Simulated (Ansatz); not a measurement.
Reaction (isomerisation): `N=C[NH][AlH][F]` → `N=[C](N)[AlH][F]`

Calculated with Ansatz (gas phase, PBE0-D4/def2-TZVP geometries, no zero-point term in ΔE). CCSD(T)/CBS adds triple-zeta CCSD(T) − MP2 to the extrapolated MP2 energy (def2 sets, frozen cores). DFT in def2-TZVPP. One conformer a species, not always the lowest.

Task: Is it downhill or uphill in electronic energy at CCSD(T)/CBS, and by how much? (Estimate.)

Result: Ansatz gave: Uphill: ΔE = +22.7 kcal/mol.

Task: What do these levels give: CAM-B3LYP-D4, PBE, r2SCAN0, MP2/def2-SVP, HF/def2-QZVPP, CCSD/CBS(def2)? (Best estimate.)

Result: The calculation gave: CAM-B3LYP-D4 22.6, PBE 19.6, r2SCAN0 22.6, MP2/def2-SVP 24.3, HF/def2-QZVPP 25.5, CCSD/CBS(def2) 23.3 kcal/mol.

Largest T1 diagnostic among the species: 0.014.

In def2-TZVPP, CCSD(T) changes the Hartree–Fock value by −2.0 kcal/mol (the triples alone add −0.5 kcal/mol) and MP2 by −1.9 kcal/mol. From PBE to PBE0 (25 % exact exchange), in def2-TZVPP and without D4, ΔE moves by +1.4 kcal/mol. Leaving LDA and LC-ωPBE aside and taking each functional with its dispersion term where it has one, the values, not all of them listed here, spread over 3.9 kcal/mol, from PBE-D4 to BHLYP-D4.
